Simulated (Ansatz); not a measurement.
```yaml
crystal:
  periodic: [true, true, true]
  atoms:
    - {symbol: C, position_ang: [-0.896273, 0.731173, -0.278108]}
    - {symbol: Sn, position_ang: [0.554345, -0.774689, 0.131545]}
    - {symbol: I, position_ang: [2.762127, 0.491744, 1.013216]}
    - {symbol: H, position_ang: [-0.505062, 1.411820, -1.033176]}
    - {symbol: H, position_ang: [-1.815058, 0.270768, -0.643760]}
    - {symbol: H, position_ang: [-1.106237, 1.286744, 0.634970]}
    - {symbol: H, position_ang: [0.076501, -1.833300, 1.381050]}
    - {symbol: H, position_ang: [1.021756, -1.641360, -1.261537]}
basis:
  gaussian: {orbitals: def2-mTZVP, final_grid: {core_spheres: 8, valence_spheres: 7, degree: 23}}
magnetization: {spin_polarized: true, initial_magnetization: 0}
hamiltonian: {xc: {name: B2PLYP}}
accuracy: high
```

```sh
$ ansatz run in.yaml --threads 4 --pin off --events-out ev --progress --plain --max-ram 10444MiB
```

It prints (some lines left out):

```
Error: YAML parse error: error: line 2 column 3: crystal: missing field `lattice` (a structure is typed as `lattice` and `atoms`, a molecule's as `atoms` in Å alone, or read from a run's directory, `checkpoint`)
 --> <input>:2:3
1 | crystal:
2 |   periodic: [true, true, true]
3 |   atoms:
4 |     - {symbol: C, position_ang: [-0.896273, 0.731173, -0.278108]}
```

Q: Something in this input is off. What?

A: The molecule is marked periodic without a cell. The input was rejected before any iteration.
